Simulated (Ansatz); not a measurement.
C6H9ClO6Si (`CC(=O)O[Si](Cl)(OC(C)=O)OC(C)=O`), relaxed with RKS PBE-D4/def2-SVP in the Gaussian-basis code of Ansatz from a rough embedded geometry. The force threshold is 0.03 eV/Å; the program also tests the step.

Charge 0, multiplicity 1.

Start:

```xyz
23

C     0.519    2.070    3.264
C     1.009    1.147    2.194
O     2.173    1.111    1.752
O    -0.072    0.331    1.775
Si    0.054   -0.755    0.598
Cl    0.715   -2.461    1.571
O    -1.469   -1.142    0.049
C    -1.684   -1.788   -1.132
C    -3.162   -1.943   -1.286
O    -0.843   -2.121   -1.901
O     1.140   -0.408   -0.543
C     1.003    0.627   -1.372
C     2.209    0.720   -2.346
O     0.118    1.480   -1.333
H     1.431    2.682    3.609
H     0.216    1.493    4.162
H    -0.166    2.742    2.907
H    -3.314   -2.454   -2.252
H    -3.659   -0.953   -1.372
H    -3.540   -2.510   -0.489
H     3.125    0.814   -1.815
H     2.131   -0.209   -2.997
H     2.067    1.526   -3.042
```

```csv
step,energy (eV),largest force (eV/Å),largest move (Å)
1,-39007.0566,4.540,0.000
2,-39007.8605,1.377,0.116
3,-39008.0428,0.640,0.196
4,-39008.0669,0.381,0.078
5,-39008.0759,0.093,0.037
6,-39008.0770,0.142,0.029
7,-39008.0782,0.081,0.030
8,-39008.0792,0.043,0.018
9,-39008.0795,0.060,0.023
10,-39008.0801,0.029,0.019
11,-39008.0804,0.098,0.045
12,-39008.0809,0.040,0.010
13,-39008.0812,0.025,0.013
```

End:

```xyz
23

C     0.439    2.108    3.183
C     0.994    1.105    2.209
O     2.133    1.055    1.798
O     0.023    0.215    1.812
Si    0.257   -0.971    0.636
Cl    1.010   -2.663    1.496
O    -1.334   -1.235    0.143
C    -1.677   -1.774   -1.076
C    -3.170   -1.773   -1.263
O    -0.852   -2.175   -1.867
O     1.339   -0.569   -0.594
C     1.090    0.543   -1.353
C     2.150    0.753   -2.394
O     0.110    1.238   -1.160
H     1.242    2.780    3.529
H    -0.028    1.586    4.041
H    -0.362    2.693    2.688
H    -3.429   -2.264   -2.217
H    -3.539   -0.728   -1.260
H    -3.660   -2.290   -0.414
H     3.136    0.853   -1.899
H     2.204   -0.140   -3.049
H     1.923    1.654   -2.989
```

Run time 13 s (10 threads of an AMD EPYC 7R13 on a shared host and a whole NVIDIA H100 80 GB); peak host memory 0.92 GiB.
